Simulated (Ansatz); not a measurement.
Consider the homolysis of the N–Si bond: `BN[SiH](O)F` → `B[NH]`• + `O[SiH]F`•.

Calculated with Ansatz (gas phase, PBE0-D4/def2-TZVP geometries, no zero-point term in ΔE). CCSD(T)/CBS adds triple-zeta CCSD(T) − MP2 to the extrapolated MP2 energy (def2 sets, frozen cores). Functionals use def2-TZVPP. B3LYP here is the variant with VWN-RPA as its local correlation; programs differ in this. Open shells (•) are unrestricted, without spin–orbit coupling. One conformer a species, not always the lowest.

```tsv
level	ΔE (eV)	difference from CCSD(T)/CBS
BLYP-D4	4.81	-0.66
r2SCAN-D4	4.94	-0.53
B3LYP-D4	5.05	-0.42
ωB97X-V	5.35	-0.12
r2SCAN	4.92	-0.55
r2SCANh	4.97	-0.50
CCSD/def2-SVP	5.18	-0.29
MP2/def2-TZVPP	5.68	0.21
HF/def2-QZVPP	4.41	-1.06
MP2/def2-QZVPP	5.74	0.27
CCSD(T)/CBS	5.47	0
```

(1) What do rigid-rotor, harmonic-oscillator terms from PBE0-D4/def2-TZVP frequencies (298.15 K, 1 bar) make of the CCSD(T)/CBS value? (Best estimate.)

Largest T1 diagnostic among the species: 0.030.

Answers

(1) Computed: ΔZPE = -0.28 eV, ΔH = +5.25 eV, ΔS = 190 J/(mol·K), ΔG = +4.66 eV. Open shells count their whole term as degenerate. Modes under 50 cm⁻¹ make the entropy rough.

From PBE to PBE0 (25 % exact exchange), in def2-TZVPP and without D4, ΔE moves by +0.23 eV. In def2-TZVPP, CCSD(T) changes the Hartree–Fock value by +0.94 eV (the triples alone add +0.04 eV) and MP2 by +1.26 eV; breaking electron pairs costs correlation energy, which Hartree–Fock lacks.

CCSD(T)/CBS has its own doubt, a few kJ/mol and more with outer-core shells, so smaller differences from it don't rank the levels.
